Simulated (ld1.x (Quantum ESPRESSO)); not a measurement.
Logarithmic derivatives: Be, TM

Be (Z = 4), norm-conserving Troullier–Martins (Kleinman–Bylander form), made with ld1.x (Quantum ESPRESSO) 7.5 (LDA (PZ), scalar-relativistic). Core [He], reference 2s2 2p0. Waves: 2p (bound, empty): rc 4.20 bohr; 3d channel at 0.05 Ry: rc 3.20 bohr; 2s (bound): rc 1.80 bohr. Local part: the s channel. Core correction: a·sin(br)/r model core, default radius (core density twice the valence density).

The phase is arctan(r·u′/u) with u = r·R(r), unwrapped; energies in Ry, scanned from -2 to 5 Ry. A pole is an energy at which the radial function vanishes at the test radius. The pseudo phase is shifted by a multiple of π to meet the all-electron one at the reference energy, and phase errors are pseudo minus all-electron; the curves can meet again beyond the range given. Levels narrower than the energy grid can be missing from the lists of poles.

```
channel  radius (bohr)  reference energy (Ry)  poles, all-electron      poles, pseudo  unbroken range about the reference energy with phases within 0.05 rad  phase error 1 Ry above the reference energy (rad)
      s           4.57                  -0.41    -0.32, 1.45, 4.31  -0.32, 1.43, 4.12                                                              below 2.3                                             -0.018
      p           4.57                  -0.15    -0.01, 1.49, 4.01        -0.01, 1.74                                                              below 0.4                                             +0.197
      d           4.57                   0.05           0.97, 3.04         0.97, 3.09                                                              below 1.8                                             +0.001
```

Phases in the p channel:

| E (Ry) | all-electron | pseudo |
| --- | --- | --- |
| -2.00 | 1.411 | 1.411 |
| -1.52 | 1.385 | 1.385 |
| -1.04 | 1.339 | 1.340 |
| -0.56 | 1.215 | 1.216 |
| -0.08 | -1.399 | -1.398 |
| 0.40 | -2.066 | -2.015 |
| 0.88 | -4.345 | -4.181 |
| 1.36 | -4.675 | -4.618 |
| 1.84 | -4.802 | -4.732 |
| 2.32 | -5.039 | -4.822 |
| 2.80 | -7.322 | -5.000 |
| 3.28 | -7.734 | -6.727 |
| 3.76 | -7.824 | -7.653 |
| 4.24 | -7.879 | -7.775 |
| 4.72 | -7.939 | -7.830 |
